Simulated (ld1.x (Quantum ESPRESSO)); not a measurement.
## Mo (Z = 42), TM: configuration errors across variants

molybdenum (Mo), norm-conserving Troullier–Martins (Kleinman–Bylander form), made with ld1.x (Quantum ESPRESSO) 7.5 (PBE, scalar-relativistic). Core [Ar] 3d10, reference 4s2 4p6 4d4 5s0 5p0 (charge +2). Waves: 4s (bound): rc 1.10 bohr; 4d (bound): rc 1.50 bohr; 4p (bound): rc 1.65 bohr. Local part: the p channel. Core correction: Bessel-smoothed model core inside 1.05 bohr.

All-electron excitation energies from the reference (eV): (1) 4s2 4p6 4d5 5s1 5p0 -22.352; (2) 4s2 4p6 4d5 5s0 5p0 -15.462; (3) 4s2 4p6 4d3 5s0 5p0 26.744; (4) 4s1 4p6 4d5 5s1 5p0 47.848; (5) 4s2 4p6 4d4 5s1 5p0 -14.288; (6) 4s2 4p6 4d5 5s0 5p1 -19.211; (7) 4s2 4p6 4d2 5s0 5p0 66.248.

3 further variants failed, have other tests or another functional or relativity, and are left out.

Errors AE − PS in meV (a dash: test not solved or not reliable):

```tsv
change	(1)	(2)	(3)	(4)	(5)	(6)	(7)	bound ghosts
base	+88	+4.1	+7.9	+120	+127	+44	+41	none
core correction Bessel-smoothed model core inside 0.80 bohr	+88	+4.1	+7.9	+121	+127	+44	+41	none
all radii but the core radius scaled by about 1.05 (s 1.16, p 1.74, d 1.58 bohr)	+113	+5.1	+9.6	+158	+162	+56	+49	none
wave 4d (bound): rc 1.50 bohr becomes 4d (bound): rc 1.82 bohr	+88	+4.0	+7.9	+115	+127	+44	+42	none
local potential the d channel	-23	+0.3	+1.7	-68	-37	+10	+15	none
wave 4s (bound): rc 1.10 bohr becomes 4s (bound): rc 1.18 bohr	+91	+4.1	+7.9	+124	+132	+44	+41	none
wave 4p (bound): rc 1.65 bohr becomes 4p (bound): rc 2.12 bohr	+185	+9.2	+16	+266	+259	+97	+75	none
core correction Bessel-smoothed model core inside 0.88 bohr	+88	+4.1	+7.9	+121	+127	+44	+41	none
```

Question: Give the same row for: all radii but the core radius scaled by about 1.33 (s 1.46, p 2.20, d 2.00 bohr).

Answer: +260, +8.9, +16, +348, +375, +96, +81; bound ghosts: none.
